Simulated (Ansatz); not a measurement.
`N[C@H]1O[Si@@H]1[SiH3]` + `[OH][In]([OH])[Cl]` → `[OH][In]([Cl])[O][SiH3]` + `NC1O[SiH2]1`  (cleavage of the Si–Si bond)

Gas-phase electronic energies from Ansatz, PBE0-D4/def2-TZVP geometries. CCSD(T)/CBS adds triple-zeta CCSD(T) − MP2 to the extrapolated MP2 energy (def2 sets, frozen cores). def2 core potentials past Kr. For In outer-core shells are correlated without core-valence functions, which leaves a few kJ/mol of doubt a bond. One conformer a species, not always the lowest.

```json
{"species": "`N[C@H]1O[Si@@H]1[SiH3]`", "CCSD(T)/CBS(def2) energy (Eh)": "-750.26819"}
{"species": "`[OH][In]([OH])[Cl]`", "CCSD(T)/CBS(def2) energy (Eh)": "-801.23057"}
{"species": "`[OH][In]([Cl])[O][SiH3]`", "CCSD(T)/CBS(def2) energy (Eh)": "-1091.54856"}
{"species": "`NC1O[SiH2]1`", "CCSD(T)/CBS(def2) energy (Eh)": "-459.98718"}
```

Task: Work out ΔE.

Result: ΔE = (-1091.54856) + (-459.98718) − (-750.26819) − (-801.23057) = -0.03698 Eh = -23.2 kcal/mol.

Largest T1 diagnostic among the species: 0.016.

In def2-TZVPP, CCSD(T) changes the Hartree–Fock value by +6.6 kcal/mol (the triples alone add +0.9 kcal/mol) and MP2 by +4.9 kcal/mol. From PBE to PBE0 (25 % exact exchange), in def2-TZVPP and without D4, ΔE moves by −2.8 kcal/mol.
